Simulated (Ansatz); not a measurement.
CH6N2SeSi, SMILES `N=C(N)[Se][SiH3]`, relaxed with RKS PBE0-D4/def2-TZVP in the Gaussian-basis code of Ansatz from a PBE-D4/def2-SVP geometry. The force threshold is 0.005 eV/Å; the program also tests the step.

Charge 0, multiplicity 1.

Start:

```xyz
11

N    -1.336    0.992    0.373
C    -1.066   -0.001   -0.383
N    -1.981   -0.969   -0.705
Se    0.655   -0.358   -1.347
Si    1.974    0.258    0.429
H    -0.596    1.704    0.393
H    -1.637   -1.901   -0.934
H    -2.877   -0.910   -0.214
H     1.768    1.707    0.789
H     3.387    0.067   -0.043
H     1.708   -0.590    1.641
```

(1) By how much does the energy fall, and how many steps does the optimiser take? (Estimate.)

(2) Which bonds change most? (Best estimate.)

(3) Give the relaxed structure. (Estimate.)

## Answers

(1) The calculation gave: 5.40 kJ/mol, in 11 steps, 1 of them rejected.

(2) Computed: C2–Se4 from 2.005 to 1.966 Å; Se4–Si5 from 2.297 to 2.276 Å; Si5–H9 from 1.507 to 1.486 Å; Si5–H11 from 1.503 to 1.483 Å.

(3) Ansatz gave: 
```xyz
11

N    -1.330    0.995    0.336
C    -1.051    0.003   -0.392
N    -1.959   -0.965   -0.685
Se    0.645   -0.336   -1.326
Si    1.959    0.255    0.436
H    -0.598    1.694    0.366
H    -1.625   -1.881   -0.921
H    -2.833   -0.905   -0.186
H     1.746    1.677    0.806
H     3.350    0.070   -0.047
H     1.695   -0.607    1.613
```
